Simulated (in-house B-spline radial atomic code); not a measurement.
Multiplet parameters of the 4p2 shell in Ge ([Ar] 3d10 4s2 4p2). Method: non-relativistic Hartree-Fock, average of configuration, point nucleus. Calculated with a radial B-spline atomic code at the basis-set limit.

Slater integrals: F^2 = 35105 cm⁻¹. Central-field spin-orbit parameter ζ(4p) = 813.6 cm⁻¹ (bare central field on non-relativistic orbitals, without two-electron terms: too large for light atoms, too small for heavy ones).

With F₂ = F^2/25 = 1404 cm⁻¹:

Where do the terms lie in LS coupling, without spin-orbit interaction?

In cm⁻¹ above the Hund's-rule term:
| term | expression | energy |
| --- | --- | --- |
| 3P | 0 F₂ | 0 |
| 1D | 6 F₂ | 8425 |
| 1S | 15 F₂ | 21063 |

How far can these numbers be trusted?

Unscaled Hartree-Fock integrals overestimate measured term splittings, because correlation screens the repulsion; fits to spectra scale them down, most for low charges. Here ζ is 0.58 times F₂, so LS coupling is a fair start, though levels of equal J in close terms still mix.
